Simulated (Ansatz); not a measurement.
Consider the formal hydrolysis of a Cd–Cl bond: `[SiH3][O][Cd][Cl]` + H₂O → `[OH][Cd][O][SiH3]` + HCl.

Gas-phase electronic energies from Ansatz, PBE0-D4/def2-TZVP geometries. CCSD(T)/CBS adds triple-zeta CCSD(T) − MP2 to the extrapolated MP2 energy (def2 sets, frozen cores). This one scheme is used for every species. DFT in def2-TZVPP. B3LYP here is the variant with VWN-RPA as its local correlation; programs differ in this. HSE06 is defined as in plane-wave codes. Elements past krypton have def2 core potentials. For Cd outer-core shells are correlated without core-valence functions, which leaves a few kJ/mol of doubt a bond. Each species was taken in one conformer, which may not be the lowest.

`[SiH3][O][Cd][Cl]`:

Cartesian coordinates in Å:
```
Si 1.043 -0.365 -0.606
O -0.119 0.730 -0.297
Cd -1.685 0.802 0.867
Cl -3.515 0.989 2.172
H 0.475 -1.646 -1.123
H 1.969 0.189 -1.630
H 1.831 -0.699 0.617
```

H₂O:

Cartesian coordinates in Å:
```
O -0.093 0.265 0.270
H 0.233 -0.626 0.414
H -0.140 0.362 -0.684
```

`[OH][Cd][O][SiH3]`:

```xyz
8

O     3.404   -0.588   -0.203
Cd    1.452   -0.597   -0.153
O    -0.487   -0.789   -0.030
Si   -1.721    0.232    0.239
H     3.751    0.050   -0.830
H    -1.629    0.883    1.580
H    -1.768    1.331   -0.773
H    -3.002   -0.521    0.170
```

HCl:

Cartesian coordinates in Å:
```
Cl -0.319 -0.398 -0.386
H 0.319 0.398 0.386
```

```tsv
level	ΔE (kcal/mol)	difference from CCSD(T)/CBS
LDA (SPW92)	24.7	-3.4
PBE-D4	25.2	-2.9
revPBE-D4	25.0	-3.1
BLYP-D4	24.1	-4.0
r2SCAN-D4	26.6	-1.5
B97M-V	26.7	-1.4
PBE0-D4	28.4	0.3
B3LYP-D4	26.8	-1.3
r2SCANh-D4	27.7	-0.4
r2SCAN0-D4	29.2	1.1
HSE06-D4	28.5	0.4
CAM-B3LYP-D4	26.8	-1.3
ωB97X-V	27.4	-0.7
ωB97M-V	28.0	-0.1
B2PLYP	26.4	-1.7
PBE-QIDH	28.9	0.8
PBE	25.0	-3.1
revPBE	25.1	-3.0
r2SCAN	26.5	-1.6
PBE0	28.2	0.1
B3LYP	26.5	-1.6
r2SCANh	27.6	-0.5
r2SCAN0	29.2	1.1
HSE06	28.3	0.2
BHLYP	29.7	1.6
CAM-B3LYP	26.6	-1.5
LC-ωPBE	27.3	-0.8
RPA@PBE/def2-TZVPP	23.9	-4.2
HF/def2-SVP	34.8	6.7
MP2/def2-SVP	26.9	-1.2
CCSD/def2-SVP	27.6	-0.5
CCSD(T)/def2-SVP	26.8	-1.3
HF/def2-TZVPP	33.9	5.8
MP2/def2-TZVPP	26.4	-1.7
SCS-MP2/def2-TZVPP	26.1	-2.0
CCSD(T)/def2-TZVPP	26.3	-1.8
HF/def2-QZVPP	33.6	5.5
MP2/def2-QZVPP	27.3	-0.8
HF/CBS(def2)	33.6	5.5
CCSD/CBS(def2)	29.0	0.9
CCSD(T)/CBS	28.1	0
```

Largest T1 diagnostic among the species: 0.016.

From PBE to PBE0 (25 % exact exchange), in def2-TZVPP and without D4, ΔE moves by +3.2 kcal/mol. In def2-TZVPP, CCSD(T) changes the Hartree–Fock value by −7.5 kcal/mol (the triples alone add −0.9 kcal/mol) and MP2 by −7.5 kcal/mol.
